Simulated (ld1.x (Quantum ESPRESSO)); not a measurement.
Cutoff test, oxygen (O), TM

oxygen (O), norm-conserving Troullier–Martins (Kleinman–Bylander form), made with ld1.x (Quantum ESPRESSO) 7.5 (LDA (PZ), scalar-relativistic). Core [He], reference 2s1 2p5. Waves: 2p (bound): rc 2.00 bohr; 3d channel at 0.5 Ry: rc 1.70 bohr; 2s (bound): rc 0.75 bohr. Local part: the s channel. Core correction: none.

The pseudo-atom Hamiltonian at the reference potential is diagonalised in spherical Bessel functions j_l(qr) that vanish at 20 bohr, with q² up to the cutoff. All-electron valence levels (Ry): 2p -0.7054, 2s -1.7795.

Question: How do the lowest levels (Ry) of each channel move with the cutoff, and are there ghosts?

Answer:

| cutoff (Ry) | p #1 | d #1 | d #2 | s #1 | s #2 | f #1 | Σ f·Δε (mRy) |
| --- | --- | --- | --- | --- | --- | --- | --- |
| 8 | -0.1185 | 0.0796 | 0.1891 | -1.5669 | -0.0043 | 0.1208 | 3147.1 |
| 12 | -0.2681 | 0.0796 | 0.1891 | -1.5755 | -0.0046 | 0.1208 | 2390.6 |
| 21 | -0.5771 | 0.0796 | 0.1891 | -1.6070 | -0.0053 | 0.1208 | 814.3 |
| 30 | -0.6903 | 0.0796 | 0.1891 | -1.6600 | -0.0066 | 0.1208 | 195.2 |
| 45 | -0.7051 | 0.0796 | 0.1891 | -1.7354 | -0.0086 | 0.1208 | 45.7 |
| 55 | -0.7052 | 0.0796 | 0.1891 | -1.7610 | -0.0093 | 0.1208 | 19.9 |
| 70 | -0.7053 | 0.0796 | 0.1891 | -1.7735 | -0.0097 | 0.1208 | 6.5 |
| 100 | -0.7054 | 0.0796 | 0.1891 | -1.7761 | -0.0098 | 0.1208 | 3.4 |
| 120 | -0.7054 | 0.0796 | 0.1891 | -1.7765 | -0.0098 | 0.1208 | 3.1 |
| 180 | -0.7054 | 0.0796 | 0.1891 | -1.7790 | -0.0098 | 0.1208 | 0.6 |
| 230 | -0.7054 | 0.0796 | 0.1891 | -1.7795 | -0.0098 | 0.1208 | 0.1 |
| 400 | -0.7054 | 0.0796 | 0.1891 | -1.7796 | -0.0098 | 0.1208 | 0.0 |

Result: no extra level below or beside the all-electron valence levels (p, d, s, f tested); 10 mRy is reached at 70 Ry and 1 mRy at 180 Ry.

Its largest configuration-test error is +7694 meV.
